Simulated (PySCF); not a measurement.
A calculated (r2SCAN, PySCF 2.14, aug-cc-pwCVTZ-DK3, scalar relativity by spin-free X2C-1e) atom or ion has these occupied shells.

```
shell  electrons  orbital energy (eV)  rms radius, mean of both spins (bohr)
 1s β          1             -87840.6                                 0.0181
 1s α          1             -87840.6                                 0.0181
 2s β          1             -15756.0                                 0.0730
 2s α          1             -15756.0                                 0.0730
 2p α          3             -13589.5                                 0.0673
 2p β          3             -13589.5                                 0.0673
 3s β          1              -3810.3                                  0.186
 3s α          1              -3810.3                                  0.186
 3p β          3              -3182.6                                  0.189
 3p α          3              -3182.6                                  0.189
 3d β          5              -2508.4                                  0.173
 3d α          5              -2508.4                                  0.173
 4s β          1              -884.39                                  0.408
 4s α          1              -884.36                                  0.408
 4p β          3              -676.32                                  0.436
 4p α          3              -676.30                                  0.436
 4d β          5              -425.53                                  0.463
 4d α          5              -425.50                                  0.463
 5s β          1              -164.96                                  0.908
 5s α          1              -164.95                                  0.908
 4f β          7              -153.23                                  0.497
 4f α          7              -153.20                                  0.497
 5p β          3              -107.09                                   1.04
 5p α          3              -107.04                                   1.04
 5d β          5              -40.262                                   1.38
 5d α          5              -39.967                                   1.38
 6s β          1              -28.859                                   2.26
 6p α          1              -18.446                                   2.94
```

(1) Name the element and its charge.

Answers

(1) Pb²⁺ (lead, charge +2), in [Xe] 4f14 5d10 6s1 6p1, 6s spin antiparallel (an excited configuration).
